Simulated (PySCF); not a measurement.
## `CCC(/C=C\Br)=N/C`, C$_{6}$H$_{10}$BrN

Geometry (Å), atoms numbered from 1 in this order:
```xyz
18

C     2.2796    0.0117   -0.4469
C     1.3275   -1.0563    0.0905
C    -0.0860   -0.5432    0.1461
C    -0.3020    0.5680    1.1071
C    -0.6304    1.8110    0.7946
Br   -0.8429    2.4173   -0.9892
N    -0.9513   -1.0863   -0.5883
C    -2.3266   -0.7034   -0.6176
H     1.9718    0.3223   -1.4426
H     3.2907   -0.3835   -0.5052
H     2.2890    0.8869    0.2002
H     1.3429   -1.9314   -0.5585
H     1.6410   -1.3548    1.0943
H    -0.1552    0.3175    2.1508
H    -0.7750    2.5985    1.5179
H    -2.9215   -1.6168   -0.5775
H    -2.6374   -0.0289    0.1900
H    -2.5230   -0.2222   -1.5775
```

Theory: GIAO HF/def2-SVP magnetisability, rotational g tensor and spin-rotation constants, non-relativistic, gas phase in PySCF. Geometry: GFN2-xTB.

The calculation is non-relativistic, which matters for the atoms heavier than Zn.

Question: What are the magnetisability and the molar susceptibility?

Answer: Isotropic -1564 × 10⁻³⁰ J/T², or -94.2 × 10⁻⁶ cm³/mol; principal values -1732, -1567, -1393 × 10⁻³⁰ J/T², anisotropy 294 × 10⁻³⁰ J/T² (root of half the summed squared differences of the principal values). The susceptibility is in cgs units.

Question: Split it along the inertial axes a, b, c into diamagnetic and paramagnetic parts about the centre of mass, with the quadrupole moment.

Answer: 
```
axis  χ (10⁻⁶ cm³/mol)  diamagnetic (10⁻⁶ cm³/mol)  paramagnetic (10⁻⁶ cm³/mol)  summed x² of all electrons (Å²)  quadrupole Θ (D Å)
   a             -94.8                      -812.2                        717.5                            242.1               -3.40
   b             -96.0                     -1271.6                       1175.6                            133.8               -1.26
   c             -91.8                     -1594.5                       1502.7                             57.7               +4.66
```
Anisotropies 2χaa − χbb − χcc = -1.7 and 2χbb − χaa − χcc = -5.3 × 10⁻⁶ cm³/mol. Θ is traceless in Buckingham's convention.

Question: And the rotational g tensor?

Answer: 
```tsv
axis	rotational constant (GHz)	g	nuclear part	electronic part
a	1.8331	-0.0108	0.6070	-0.6179
b	0.9772	-0.0058	0.5339	-0.5397
c	0.7860	-0.0075	0.5474	-0.5549
```
Asymmetric top; isotopes 79Br, 12C, 1H, 14N; no vibrational averaging.
